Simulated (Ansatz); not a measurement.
Cartesian coordinates in Å:
```
C 0.666 0.150 1.996
O 0.359 0.531 0.671
Si -0.231 -0.309 -0.564
Cl 0.072 -2.296 -0.262
C -0.503 0.390 -2.181
O -1.657 0.106 -1.235
H 0.924 -0.910 2.059
H 1.516 0.745 2.330
H -0.188 0.351 2.647
H -0.396 1.454 -2.377
H -0.561 -0.212 -3.085
```

Charge 0, multiplicity 1.

Question: List the PBE/def2-TZVPP orbital energies in eV (Ansatz 0.2.0). (An estimate is asked.)

Answer: Ansatz gave: Occupied: -2739.30, -1781.13, -511.06, -510.24, -270.63, -270.06, -249.89, -190.57, -190.42, -190.41, -138.71, -95.49, -95.44, -95.40, -26.13, -25.15, -20.87, -17.63, -16.08, -13.45, -11.82, -11.61, -11.52, -10.98, -10.60, -9.67, -8.66, -8.41, -7.99, -7.78, -6.80, -6.33. Lowest empty: -0.77, -0.02, 0.66, 0.84, 1.28, 1.45, 2.02, 2.28.
